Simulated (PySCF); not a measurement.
**Correlation energy of Si (silicon, neutral)**

[Ne] 3s2 3p2, high-spin 3P determinant. Calculation: PySCF 2.14, in x2c-QZVPPall (9s6p4d2f1g, 70 functions); scalar relativity by spin-free X2C-1e. Frozen: [Ne]; 4 electrons correlated.

```json
{"level": "CCSD", "correlation energy (mhartree)": "-76.72"}
{"level": "(T)", "correlation energy (mhartree)": "-2.85"}
{"level": "CCSD(T)", "correlation energy (mhartree)": "-79.57"}
```

Diagnostics: T1 = 0.013, D1 = 0.0306, largest double amplitude 0.088.

Cost of the coupled-cluster step: about 5 core-seconds, for 4 correlated electrons.
